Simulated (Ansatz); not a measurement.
Computed with Ansatz on PBE0-D4/def2-TZVP structures; ΔE is electronic, products minus reactants. CCSD(T)/CBS adds triple-zeta CCSD(T) − MP2 to the extrapolated MP2 energy (def2 sets, frozen cores). This one scheme is used for every species. DFT in def2-TZVPP. B3LYP here is the variant with VWN-RPA as its local correlation; programs differ in this. One conformer a species, not always the lowest.

`BS[SiH2][SiH2]C` + `[AlH3]` → `C[SiH2][SiH2][AlH2]` + `BS`  (formal exchange of groups at the Si–S bond)

CCSD(T)/CBS gives +36.8 kJ/mol.

Question: Another level gave +36.8 kJ/mol. Which?
A. B3LYP/def2-TZVPP
B. PBE-D4/def2-TZVPP
C. SCS-MP2/def2-TZVPP
D. B3LYP-D4/def2-TZVPP

Answer: D. B3LYP-D4 36.8, SCS-MP2/def2-TZVPP 43.1, PBE-D4 24.2, B3LYP 28.7 kJ/mol.

Largest T1 diagnostic among the species: 0.015.

The D4 term adds +8.1 kJ/mol with B3LYP and +4.5 kJ/mol with PBE0; it sums over pairs of atoms, weighted by their polarisabilities, and B3LYP, whose exchange is more repulsive, gets the larger term. From PBE to PBE0 (25 % exact exchange), in def2-TZVPP and without D4, ΔE moves by +4.2 kJ/mol.
